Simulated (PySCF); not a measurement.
## `P(B)[SiH2]O[SiH3]`, BH8OPSi2

Geometry:
```tsv
atom	x (Å)	y (Å)	z (Å)
B1	3.094	0.340	-0.027
P2	1.363	0.771	0.347
Si3	0.145	-0.855	-0.561
O4	-1.395	-0.377	-0.597
Si5	-2.807	0.165	-0.001
H6	3.841	1.136	-0.445
H7	3.474	-0.723	0.282
H8	1.093	1.840	-0.485
H9	0.427	-1.159	-1.966
H10	0.266	-2.025	0.309
H11	-3.523	0.622	-1.188
H12	-2.535	1.243	0.946
H13	-3.449	-0.978	0.646
```

The calculation used GIAO PBE0/pcSseg-1 magnetisability, rotational g tensor and spin-rotation constants, non-relativistic, gas phase in PySCF 2.14.0. Geometry: GFN2-xTB.

Q: How diamagnetic is it, and how anisotropic?

A: Isotropic -1013 × 10⁻³⁰ J/T², or -61.0 × 10⁻⁶ cm³/mol; principal values -1136, -1095, -808 × 10⁻³⁰ J/T², anisotropy 310 × 10⁻³⁰ J/T² (root of half the summed squared differences of the principal values). The susceptibility is in cgs units.

Q: Split it along the inertial axes a, b, c into diamagnetic and paramagnetic parts about the centre of mass, with the quadrupole moment.

A: 
| axis | χ (10⁻⁶ cm³/mol) | diamagnetic (10⁻⁶ cm³/mol) | paramagnetic (10⁻⁶ cm³/mol) | summed x² of all electrons (Å²) | quadrupole Θ (D Å) |
| --- | --- | --- | --- | --- | --- |
| a | -64.6 | -303.1 | 238.5 | 271.8 | -0.12 |
| b | -61.3 | -1241.4 | 1180.1 | 50.7 | +0.51 |
| c | -57.0 | -1368.3 | 1311.2 | 20.8 | -0.39 |

Anisotropies 2χaa − χbb − χcc = -10.8 and 2χbb − χaa − χcc = -1.0 × 10⁻⁶ cm³/mol. Θ is traceless in Buckingham's convention.

Q: And the rotational g tensor?

A: 
| axis | rotational constant (GHz) | g | nuclear part | electronic part |
| --- | --- | --- | --- | --- |
| a | 6.6859 | -0.1103 | 0.6389 | -0.7492 |
| b | 1.0422 | -0.0190 | 0.5588 | -0.5778 |
| c | 0.9335 | -0.0186 | 0.5564 | -0.5750 |

Asymmetric top; isotopes 11B, 1H, 16O, 31P, 28Si; no vibrational averaging.
